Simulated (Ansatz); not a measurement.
A structure relaxed at PBE0-D4/def2-TZVP in Ansatz, charge 0, singlet:

```xyz
3

Fe    0.155   -0.789   -1.009
Pt   -0.472   -0.557    1.220
Pt    0.317    1.346   -0.211
```

**Question.** Give its formula.

**Answer.** the cluster FePt₂.

**Question.** Summarise the bond lengths by kind (pairs closer than 1.2 times the sum of covalent radii, bridged metal pairs left out).

**Answer.** 2 × Fe–Pt 2.28 to 2.33 Å; 1 × Pt–Pt 2.51 Å.

In the def2 sets Pt takes a core potential; there is no spin–orbit coupling. The restricted singlet is unstable towards broken spin symmetry in Hartree–Fock (as tested in another run); at PBE0-D4/def2-TZVP this wasn't settled. The relaxation made no stability test and no search for a lower SCF solution. No other spin state of charge 0 was run. Another isomer (quintet) lies 3.03 eV lower at PBE0-D4/def2-TZVP; other spin states weren't run for this one.
